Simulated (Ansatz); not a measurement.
`FC(F)=CC(F)(F)F` at its PBE0-D4/def2-TZVP geometry, where that method's forces vanish. Charge 0, multiplicity 1.

```xyz
9

F     0.8466    0.7661    1.7636
C     1.1998    0.2825    0.6089
F     2.5034    0.2652    0.5065
C     0.4024   -0.1425   -0.3537
C    -1.0819   -0.1534   -0.3099
F    -1.5912    0.5919   -1.3030
F    -1.5864    0.3053    0.8344
F    -1.5511   -1.3979   -0.4882
H     0.8585   -0.5170   -1.2585
```

(1) What forces (eV/Å) does B3LYP-D4/def2-TZVPP give on these atoms in Ansatz 0.2.0? (Best estimate.)

Answers

(1) The calculation gave: 
```
F1  -0.138  0.167  0.400
C2  -0.230 -0.122 -0.277
F3   0.462 -0.009 -0.044
C4   0.127 -0.048 -0.120
C5   0.333  0.004 -0.007
F6  -0.177  0.261 -0.344
F7  -0.170  0.157  0.392
F8  -0.164 -0.433 -0.059
H9  -0.041  0.024  0.058
```

B3LYP here is the variant with VWN-RPA as its local correlation; programs differ in this.
